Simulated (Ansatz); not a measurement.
Species: C6H8N, charge 0, multiplicity 2. It need not be the lowest isomer of its formula. 
Coordinates optimised at B3LYP-D3(BJ)/def2-TZVP (Ansatz, a program for electronic structure):
```xyz
15

C      2.4990    -0.4846     0.2380
C      1.2116    -0.0606    -0.0179
C      0.7305     1.0108    -0.8112
C     -0.6688     1.0148    -0.7401
C     -1.0665    -0.0310     0.0802
N      0.0712    -0.6668     0.5059
C     -2.4213    -0.4784     0.4940
H      2.7017    -1.3331     0.8758
H      3.3364     0.0334    -0.2023
H      1.3583     1.6898    -1.3635
H     -1.3407     1.7012    -1.2292
H      0.0890    -1.4651     1.1151
H     -2.6224    -1.5077     0.1802
H     -3.1792     0.1615     0.0450
H     -2.5482    -0.4374     1.5805
```
Charge 0, spin multiplicity 2.

Property: atomisation energy (electronic, to ground-state atoms), in kcal/mol. Correlated levels leave the core frozen unless marked. UHF or UKS for open shells. Spin-orbit coupling is left out. No relativistic terms. The coupled-cluster limit lacks core correlation, which all-electron functionals hold. CBS marks a two-point X^-3 extrapolation of the correlation energy; Hartree-Fock from the larger set. [CCSD(T)-MP2]/basis is that difference in the basis named.

| level | program | atomisation energy (kcal/mol) |
|---|---|---|
| PBE/def2-TZVPD | Ansatz | 1625.9 |
| PBE-D3(BJ)/def2-TZVPD | Ansatz + dftd3 | 1634.1 |
| BLYP/def2-TZVPD | Ansatz | 1564.4 |
| B3LYP/def2-TZVPD | Ansatz | 1568.2 |
| PBE0-D3(BJ)/def2-TZVP | Ansatz + dftd3 | 1601.1 |
| PBE0/def2-TZVP | Ansatz | 1594.0 |
| r2SCANh-D4/def2-TZVPD | Ansatz + dftd4 | 1576.9 |
| r2SCAN0/def2-TZVPD | Ansatz | 1560.6 |
| HSE06-D4/def2-TZVPD | Ansatz + dftd4 | 1603.0 |
| CAM-B3LYP-D3(BJ)/def2-TZVPD | Ansatz + dftd3 | 1584.4 |
| B2PLYP-D3(BJ)/def2-TZVPD | Ansatz + dftd3 | 1565.3 |
| B2PLYP-D4/def2-TZVPD | Ansatz + dftd4 | 1564.7 |
| B2PLYP/def2-TZVPD | Ansatz | 1559.0 |
| PBE-QIDH/def2-TZVPD | Ansatz | 1573.8 |
| SCS-MP2/STO-3G | Ansatz | 1517.4 |
| SCS-MP2/6-31G | Ansatz | 1351.1 |
| SCS-MP2/cc-pVTZ | Ansatz | 1536.7 |
| CCSD/cc-pVTZ | Ansatz | 1500.5 |
| CCSD(T)/STO-3G | Ansatz | 1551.2 |
| CCSD(T)/cc-pVTZ | Ansatz | 1527.8 |
| RI-MP2/CBS(cc-pVTZ,cc-pVQZ)+[CCSD(T)-MP2]/cc-pVTZ | Ansatz | 1568.3 |

The UHF reference is spin-contaminated (<S^2> 0.27 over the pure value in the largest basis).
